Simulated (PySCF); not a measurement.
Se(SH)(GeH3) (GeH4SSe), SMILES S[Se][GeH3]. Coordinates come from a PBE0-D3(BJ)/def2-SVP optimisation. The structure was generated by enumeration, and PubChem lists no compound with its InChIKey, so it may never have been made. Other conformers were not sampled.

The numbers are results of PySCF with PBE0-D3(BJ)/def2-SVP, not measurements.

Harmonic wavenumbers (cm⁻¹): 103, 124, 266, 286, 400, 531, 544, 813, 829, 864, 880, 2152, 2166, 2176, 2685. Rotational constants (GHz): 4.940, 1.587, 1.230; symmetry number 1.

**Question.** Work out the zero-point energy and the ideal-gas rigid-rotor harmonic-oscillator thermochemistry at 298.15 K and 1 atm.

**Answer.** ZPE = ½ Σ hcν = ½ × 14819 cm⁻¹ = 88.64 kJ/mol. H − E(el) = 107.19 kJ/mol. Entropy in J/(mol K): translation 174.03, rotation 116.74, vibration 51.64, total 342.42. G − E(el) = 5.10 kJ/mol. Cp = 89.52 J/(mol K). Modes under 150 cm⁻¹ make the vibrational entropy uncertain.
